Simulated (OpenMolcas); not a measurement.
# Ag4+ in a point-charge field

Ag4+ among 4 point charges of -2 e arranged as a tetrahedron (Td), 1.93 Å from the ion.
```
   1.1143    1.1143    1.1143  -2.00
   1.1143   -1.1143   -1.1143  -2.00
  -1.1143    1.1143   -1.1143  -2.00
  -1.1143   -1.1143    1.1143  -2.00
```

```json
{
 "Program": "OpenMolcas 26.06",
 "Method": "SS-CASPT2, IPEA 0.25 Eh, imaginary shift 0.1 Eh (closed shells correlated: 4s 4p)",
 "Basis": "ANO-RCC-VDZP [6s5p3d1f]",
 "Scalar Hamiltonian": "DKH2, point nucleus",
 "Active space": "7 electrons in 5 orbitals (4d)",
 "State averaging": "2S+1 = 4 even, 10 roots; 2S+1 = 2 even, 40 roots",
 "Spin-orbit coupling": "state interaction with AMFI integrals over the reference wave functions"
}
```

The lowest spin-free states (labels of Td), above the lowest:

```csv
State,Degeneracy,E (cm-1),Free-ion L (%)
4A2,1,0,F (100)
4T2,3,2500,F (100)
4T1,3,4680,F (99)
4T1,3,17320,P (99)
2E,2,17580,G (87)
2T1,3,17850,G (87)
2A1,1,18190,G (100)
2T2,3,18970,G (97)
2T1,3,22210,H (58)
2T2,3,23250,H (86)
2T1,3,23790,P (51)
2E,2,24310,H (71)
2T1,3,25500,H (85)
2T2,3,25860,D (83)
2E,2,27890,D (68)
2A2,1,37380,F (100)
2T2,3,37820,F (99)
2T1,3,38430,F (99)
2E,2,58080,D (100)
2T2,3,58560,D (99)
```

The lowest levels with spin-orbit coupling:

```json
{"E (cm-1)": "0", "Degeneracy": "4", "Label": "Γ8", "2S+1": "4", "g": ""}
{"E (cm-1)": "1880", "Degeneracy": "4", "Label": "Γ8", "2S+1": "4", "g": ""}
{"E (cm-1)": "2540", "Degeneracy": "2", "Label": "Γ6", "2S+1": "4", "g": "3.66 3.66 3.66"}
{"E (cm-1)": "5230", "Degeneracy": "4", "Label": "Γ8", "2S+1": "4", "g": ""}
{"E (cm-1)": "5300", "Degeneracy": "2", "Label": "Γ7", "2S+1": "4", "g": "3.93 3.93 3.93"}
{"E (cm-1)": "5430", "Degeneracy": "2", "Label": "Γ6", "2S+1": "4", "g": "1.70 1.70 1.70"}
{"E (cm-1)": "7510", "Degeneracy": "4", "Label": "Γ8", "2S+1": "4", "g": ""}
{"E (cm-1)": "8670", "Degeneracy": "2", "Label": "Γ7", "2S+1": "4", "g": "1.95 1.95 1.95"}
{"E (cm-1)": "9670", "Degeneracy": "4", "Label": "Γ8", "2S+1": "4", "g": ""}
{"E (cm-1)": "17530", "Degeneracy": "4", "Label": "Γ8", "2S+1": "4 (63 %)", "g": ""}
{"E (cm-1)": "17990", "Degeneracy": "2", "Label": "Γ6", "2S+1": "2", "g": "3.73 3.73 3.73"}
{"E (cm-1)": "18080", "Degeneracy": "4", "Label": "Γ8", "2S+1": "4 (56 %)", "g": ""}
{"E (cm-1)": "18350", "Degeneracy": "2", "Label": "Γ7", "2S+1": "4", "g": "2.63 2.63 2.63"}
{"E (cm-1)": "18420", "Degeneracy": "4", "Label": "Γ8", "2S+1": "2 (57 %)", "g": ""}
{"E (cm-1)": "19820", "Degeneracy": "4", "Label": "Γ8", "2S+1": "2", "g": ""}
{"E (cm-1)": "20550", "Degeneracy": "2", "Label": "Γ6", "2S+1": "4 (84 %)", "g": "2.37 2.37 2.37"}
{"E (cm-1)": "21940", "Degeneracy": "4", "Label": "Γ8", "2S+1": "2", "g": ""}
{"E (cm-1)": "22290", "Degeneracy": "2", "Label": "Γ6", "2S+1": "2", "g": "1.82 1.82 1.82"}
{"E (cm-1)": "22920", "Degeneracy": "2", "Label": "Γ7", "2S+1": "2", "g": "2.42 2.42 2.42"}
{"E (cm-1)": "24220", "Degeneracy": "4", "Label": "Γ8", "2S+1": "2", "g": ""}
```

Powder χT (cm3 K/mol): 4.01 at 2 K, 4.02 at 10 K, 4.06 at 50 K, 4.1 at 100 K, 4.19 at 200 K, 4.27 at 300 K. The effective moment at 300 K is 2.828 √(χT) = 5.85 μB.

The lowest level has 2S+1 = 4, for which the spin-only value is χT = S(S+1) / 2 = 1.875 cm3 K/mol (g = 2). The computed 4.274 at 300 K differs by +2.399, through orbital momentum, spin-orbit coupling and any other state in reach.

Roots that are degenerate in the reference are averaged as groups; the widest CASPT2 spread within a group is 260 cm-1 (the 3-fold group of multiplicity 4 near 2500 cm-1 above the lowest state of its run). Shifts and gaps below about the spread of the groups concerned are not significant. Spin-orbit coupling mixes the spin-free states strongly: the lowest level takes only 63 % from its leading state, 4A2. The ground term spreads over less than 5000 cm-1, several times less than with real ligands, so orbital moments are less quenched and χT lies further from the spin-only value than at real sites. Free-ion shares, where given, are those of the reference states; single-state CASPT2 does not remix them. This is an electrostatic model: the charges have no orbitals. No measured value stands beside these numbers.

The CASPT2 steps took 4.6 s on 1 thread of Arm Neoverse V1, with other jobs on the host; the integral step is not counted.
